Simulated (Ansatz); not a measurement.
CH6BClGeO (`O[B]([GeH3])CCl`), relaxed with RKS PBE0-D4/def2-TZVP in Ansatz from a PBE-D4/def2-SVP geometry. The force threshold is 0.005 eV/Å; the program also tests the step.

Charge 0, multiplicity 1.

Start:

```xyz
11

O    -0.413   -0.396   -1.817
B    -0.010   -0.278   -0.522
Ge   -0.072    1.555    0.483
C     0.471   -1.609    0.193
Cl   -0.948   -1.960    1.284
H    -0.761    0.436   -2.186
H     1.355    2.015    0.902
H    -0.938    1.555    1.768
H    -0.638    2.668   -0.454
H     1.365   -1.513    0.839
H     0.589   -2.473   -0.490
```

(1) How much energy does the relaxation release, and in how many steps? (Best estimate.)

(2) Which bonds change most? (An estimate is asked.)

(3) Give the relaxed structure. (Estimate.)

## Answers

(1) Ansatz gave: 3.37 kJ/mol, in 7 steps.

(2) Computed: C4–Cl5 from 1.824 to 1.797 Å; C4–H11 from 1.108 to 1.090 Å; C4–H10 from 1.107 to 1.089 Å; Ge3–H9 from 1.561 to 1.546 Å.

(3) Ansatz gave: 
```xyz
11

O    -0.407   -0.385   -1.797
B    -0.021   -0.270   -0.507
Ge   -0.071    1.562    0.483
C     0.450   -1.600    0.199
Cl   -0.920   -2.010    1.286
H    -0.735    0.429   -2.187
H     1.351    2.002    0.883
H    -0.927    1.555    1.758
H    -0.633    2.653   -0.457
H     1.334   -1.499    0.828
H     0.579   -2.437   -0.488
```
